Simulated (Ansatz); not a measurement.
Geometry optimisation, RKS LDA/def2-SVP in Ansatz.

Input:

```yaml
crystal:
  periodic: [false, false, false]
  atoms:
    - { symbol: Si, position_ang: [0.032624, -0.430823, -0.444118] }
    - { symbol: O, position_ang: [0.330545, -0.142895, 2.395992] }
    - { symbol: Si, position_ang: [-1.17017, -0.260247, 3.131295] }
    - { symbol: H, position_ang: [-2.043553, -1.263878, 2.421085] }
    - { symbol: H, position_ang: [-1.034641, -0.682266, 4.571545] }
    - { symbol: H, position_ang: [-1.77559, 1.107957, 3.057712] }
    - { symbol: F, position_ang: [1.186579, 0.648169, -0.382988] }
    - { symbol: F, position_ang: [-1.342642, 0.131281, 0.119717] }
    - { symbol: F, position_ang: [-0.208409, -0.828994, -1.961541] }
    - { symbol: F, position_ang: [0.467064, -1.761694, 0.317668] }
    - { symbol: H, position_ang: [0.805792, -1.001512, 2.266534] }
basis:
  gaussian: { orbitals: def2-SVP }
hamiltonian:
  xc: lda
relax:
  f_tol: 0.03
  max_steps: 50
```

Command:

```bash
$ ansatz run input.yaml --threads 4 --pin off --max-ram 5120MiB --backend cpu --events-out ev --progress --plain --runs-dir out
```

Problem. Where does it end, and by what steps?

Solution. The run converged. After 11 steps the energy has fallen by 0.303 eV; O2 moved furthest, 0.59 Å. Joined: Si1–O2 (2.87 → 2.00 Å).

| step | energy less start (eV) | largest force component (eV/Å) | accepted |
| --- | --- | --- | --- |
| 0 | 0.0000 | 0.510 | yes |
| 1 | -0.0464 | 0.505 | yes |
| 2 | -0.0812 | 0.702 | yes |
| 3 | -0.1420 | 0.900 | yes |
| 4 | -0.1892 | 0.843 | yes |
| 5 | -0.2590 | 0.402 | yes |
| 6 | -0.2722 | 0.518 | yes |
| 7 | -0.2901 | 0.429 | yes |
| 8 | -0.3001 | 0.078 | yes |
| 9 | -0.3006 | 0.101 | yes |
| 10 | -0.3029 | 0.034 | yes |
| 11 | -0.3032 | 0.013 | yes |

```xyz
11
Properties=species:S:1:pos:R:3
Si 0.048 -0.450 -0.062
O 0.171 -0.471 1.934
Si -1.237 -0.230 2.898
H -2.281 -1.259 2.597
H -0.719 -0.429 4.297
H -1.699 1.175 2.698
F 1.125 0.732 0.027
F -1.488 -0.086 0.357
F -0.199 -0.486 -1.651
F 0.635 -1.943 0.118
H 0.890 -1.038 2.280
```

Whether the end is a true minimum wasn't checked by a vibrational analysis.

The run took 5.1 s on 4 threads of AMD EPYC 9R45 (Zen 5), on a shared host, peak memory 0.19 GiB.
